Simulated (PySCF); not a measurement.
Pb(H)(OH) (H2OPb), SMILES [OH][PbH] (connectivity only; charge and spin as stated), neutral, multiplicity 1.

Geometry: B3LYP-D3(BJ)/def2-TZVP. The def2 effective core potentials stand for the cores of Pb; spin–orbit coupling is left out.

These are r2SCAN/def2-TZVPD in PySCF values and carry that method's errors.

The molecule is in vacuum.

The total energy is -269.38480 hartree, the point group is Cs and the highest occupied level comes out as -6.24 eV. The lowest empty level is -3.01 eV. The orbital gap comes out as 3.23 eV, the dipole moment is 1.94 D and the quadrupole, principal values (traceless, Buckingham form, about the centre of nuclear charge) is -8.27, 2.44, 5.82 D·Å. The mean static polarisability is 52.3 bohr³ (7.75 Å³) and the polarisability, principal values is 38.7, 58.3, 59.8 bohr³.
